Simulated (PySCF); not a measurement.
(3Z)-3,4-difluoropenta-1,3-diene (C₅H₆F₂), SMILES C=C/C(F)=C(\C)F.

The structure is a stationary point at ωB97X-D3(BJ)/def2-SVP. The values are those of a single conformer.

All values below come from SMD-ωB97X/def2-SVP run with PySCF.

Solvation free energies are E(SMD) − E(gas) at the gas-phase geometry, for 1 M in both phases. In vacuum the dipole moment is 2.74 D.

Task: Rank water, n-hexane, methanol by solvation free energy, most negative first.

Result: methanol (-3.6 kcal/mol), n-hexane (-2.8 kcal/mol), water (0.2 kcal/mol)
